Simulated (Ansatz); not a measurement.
`[NH2][GeH2][CH2][SiH3]` + `O[SiH2]S` → `O[SiH2]SC[SiH3]` + `[NH2][GeH3]`  (substitution at a C–Ge bond)

Computed with Ansatz on PBE0-D4/def2-TZVP structures; ΔE is electronic, products minus reactants. CCSD(T)/CBS adds triple-zeta CCSD(T) − MP2 to the extrapolated MP2 energy (def2 sets, frozen cores). DFT in def2-TZVPP. B3LYP here is the variant with VWN-RPA as its local correlation; programs differ in this. For Ge outer-core shells are correlated without core-valence functions, which leaves a few kJ/mol of doubt a bond. Scalar relativity is left out up to krypton. Each species was taken in one conformer, which may not be the lowest.

`[NH2][GeH2][CH2][SiH3]`:

Z-matrix (Å, degrees):
```
Ge
C 1 1.952
N 1 1.845 2 106.7
H 1 1.550 2 110.3 3 124.1
H 1 1.539 2 111.1 3 -114.7
Si 2 1.873 1 113.0 3 36.8
H 2 1.094 1 108.2 3 158.4
H 2 1.094 1 109.3 3 -85.5
H 3 1.011 1 114.7 2 69.9
H 3 1.010 1 114.3 2 -164.2
H 6 1.491 2 109.9 1 167.8
H 6 1.485 2 111.0 1 -73.0
H 6 1.487 2 110.8 1 48.6
```

`O[SiH2]S`:

```xyz
7

O     1.471    0.307   -0.019
Si   -0.145    0.472    0.218
S    -1.241   -1.328   -0.110
H     1.909   -0.416    0.434
H    -0.484    0.816    1.622
H    -0.551    1.537   -0.722
H    -0.960   -1.388   -1.423
```

`O[SiH2]SC[SiH3]`:

Cartesian coordinates in Å:
```
O 0.403 -1.482 2.916
Si 0.653 -0.857 1.419
S -0.755 0.714 1.080
C -1.143 0.460 -0.687
Si 0.280 1.048 -1.763
H -0.504 -1.688 3.151
H 2.063 -0.412 1.438
H 0.431 -1.838 0.319
H -1.389 -0.588 -0.870
H -2.044 1.047 -0.880
H -0.018 0.830 -3.206
H 0.524 2.491 -1.518
H 1.499 0.276 -1.399
```

`[NH2][GeH3]`:

Cartesian coordinates in Å:
```
N 0.148 -1.009 0.557
Ge -0.189 0.502 -0.442
H 1.126 -1.265 0.588
H -0.189 -0.948 1.509
H -1.710 0.718 -0.423
H 0.502 1.785 0.079
H 0.311 0.216 -1.866
```

Task: Is it downhill or uphill in electronic energy at CCSD(T)/CBS, and by how much? (Best estimate.)

Result: The calculation gave: Uphill: ΔE = +0.67 eV.

Task: What do these levels give: PBE-D4, B3LYP-D4, ωB97M-V, PBE, r2SCAN, PBE0, B3LYP, MP2/def2-TZVPP, SCS-MP2/def2-TZVPP, CCSD/def2-TZVPP, HF/def2-QZVPP, MP2/CBS(def2)? (Estimate.)

Result: The calculation gave: PBE-D4 0.59, B3LYP-D4 0.61, ωB97M-V 0.65, PBE 0.61, r2SCAN 0.65, PBE0 0.64, B3LYP 0.64, MP2/def2-TZVPP 0.71, SCS-MP2/def2-TZVPP 0.69, CCSD/def2-TZVPP 0.72, HF/def2-QZVPP 0.67, MP2/CBS(def2) 0.68 eV.

Largest T1 diagnostic among the species: 0.012.

From PBE to PBE0 (25 % exact exchange), in def2-TZVPP and without D4, ΔE moves by +0.03 eV. The D4 term adds −0.03 eV with B3LYP and −0.02 eV with PBE0; it sums over pairs of atoms, weighted by their polarisabilities, and B3LYP, whose exchange is more repulsive, gets the larger term.
